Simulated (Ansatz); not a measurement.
`[SiH3][CH2][SnH3]` + H₂O → `O[CH2][SnH3]` + SiH₄ at 700 K and 1 bar (formal hydrolysis of a C–Si bond).

Calculated with Ansatz (gas phase, PBE0-D4/def2-TZVP geometries, no zero-point term in ΔE). CCSD(T)/CBS is the MP2 limit (def2-TZVPP, def2-QZVPP) plus CCSD(T) − MP2 in def2-TZVPP, frozen cores. This one scheme is used for every species. Elements past krypton have def2 core potentials. For Sn outer-core shells are correlated without core-valence functions, which leaves a few kJ/mol of doubt a bond. Each species was taken in one conformer, which may not be the lowest.

```csv
species,CCSD(T)/CBS energy (Eh),H − E (kJ/mol),S (J/(mol·K))
`[SiH3][CH2][SnH3]`,-545.94570,268.4,479.4
H₂O,-76.37941,80.5,218.4
`O[CH2][SnH3]`,-330.81397,227.3,421.8
SiH₄,-291.46306,115.5,252.9
```

H − E and S are ideal-gas, rigid-rotor, harmonic terms from PBE0-D4/def2-TZVP, for one conformer and one mirror image of each species. 1 Eh = 2625.50 kJ/mol, R = 8.31446 J/(mol·K).

Q: By hand: ΔE, ΔH, ΔS and ΔG.

A: ΔE = (-330.81397) + (-291.46306) − (-545.94570) − (-76.37941) = 0.04808 Eh = 126.2 kJ/mol. Δ(H − E) = 227.3 + 115.5 − 268.4 − 80.5 = -6.1, so ΔH = 120.1 kJ/mol. ΔS = 421.8 + 252.9 − 479.4 − 218.4 = -23.1 J/(mol·K). ΔG = 120.1 − 700 × (-23.1)/1000 = 136.3 kJ/mol.

Q: By hand: the equilibrium constant, and the temperature at which ΔG would vanish if ΔH and ΔS stayed fixed.

A: log₁₀ K = −ΔG/(RT ln 10) = -10.2. ΔH and −TΔS have one sign here, so there is no such temperature.

ΔH outweighs TΔS. A doubt of 5 kJ/mol in ΔE shifts log₁₀ K by 0.4 here. Other conformers and mirror images would add mixing entropy, several J/(mol·K) or more a flexible species. Modes under 60 cm⁻¹, often nearly free rotors, make the harmonic entropy too high. These are equilibria of isolated gas molecules and say nothing of rates. Largest T1 diagnostic: 0.012 (customary marks: 0.02 for closed shells, 0.045 for open ones).
